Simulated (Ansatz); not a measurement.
`CO[SiH2]CS` + `NB(O)F` → `CO[SiH2]B(O)F` + `NCS`  (formal exchange of groups at the Si–C bond)

Calculated with Ansatz (gas phase, PBE0-D4/def2-TZVP geometries, no zero-point term in ΔE). CCSD(T)/CBS is the MP2 limit (def2-TZVPP, def2-QZVPP) plus CCSD(T) − MP2 in def2-TZVPP, frozen cores. Functionals use def2-TZVPP. B3LYP here is the variant with VWN-RPA as its local correlation; programs differ in this. One conformer a species, not always the lowest.

`CO[SiH2]CS`:

Z-matrix (Å, degrees):
```
C
O 1 1.408
H 1 1.096 2 111.4
H 1 1.096 2 111.5 3 -121.5
H 1 1.091 2 108.3 3 119.2
Si 2 1.645 1 123.3 3 63.8
C 6 1.864 2 106.0 1 174.5
H 6 1.493 2 110.0 1 -65.6
H 6 1.489 2 110.5 1 54.5
S 7 1.813 6 111.4 2 -56.1
H 7 1.093 6 108.8 2 -172.6
H 7 1.092 6 112.0 2 68.8
H 10 1.343 7 96.7 6 45.6
```

`NB(O)F`:

Cartesian coordinates in Å:
```
N -0.364 0.070 -0.859
B -0.194 0.033 0.537
O 0.983 -0.185 1.189
F -1.267 0.224 1.311
H -1.266 0.237 -1.266
H 0.371 -0.060 -1.528
H 1.738 -0.319 0.616
```

`CO[SiH2]B(O)F`:

Z-matrix (Å, degrees):
```
C
O 1 1.410
H 1 1.091 2 108.5
H 1 1.096 2 111.3 3 -119.4
H 1 1.096 2 111.2 3 119.4
Si 2 1.659 1 123.2 3 179.4
B 6 2.029 2 100.2 1 -180.0
H 6 1.493 2 110.4 1 59.0
H 6 1.493 2 110.4 1 -58.9
O 7 1.347 6 118.7 2 -0.1
F 7 1.327 6 124.0 2 179.9
H 10 0.964 7 111.3 6 0.0
```

`NCS`:

Cartesian coordinates in Å:
```
N 0.174 0.302 1.084
C 0.113 -0.474 -0.133
S -1.445 -0.252 -1.027
H 1.026 0.096 1.593
H 0.165 1.294 0.881
H 0.134 -1.535 0.128
H 0.927 -0.299 -0.847
H -1.094 0.869 -1.678
```

Is it downhill or uphill in electronic energy at CCSD(T)/CBS, and by how much? (Best estimate.)

Ansatz gave: Uphill: ΔE = +195.3 kJ/mol.

What do these levels give: r2SCAN-D4, B3LYP-D4, ωB97X-V, HF/def2-QZVPP, SCS-MP2/def2-QZVPP, CCSD/CBS(def2)? (Estimate.)

The calculation gave: r2SCAN-D4 195.7, B3LYP-D4 192.6, ωB97X-V 188.4, HF/def2-QZVPP 205.5, SCS-MP2/def2-QZVPP 199.4, CCSD/CBS(def2) 197.7 kJ/mol.

Largest T1 diagnostic among the species: 0.013.

From PBE to PBE0 (25 % exact exchange), in def2-TZVPP and without D4, ΔE moves by +11.2 kJ/mol. The D4 term adds +3.8 kJ/mol with B3LYP and +2.1 kJ/mol with PBE0; it sums over pairs of atoms, weighted by their polarisabilities, and B3LYP, whose exchange is more repulsive, gets the larger term.
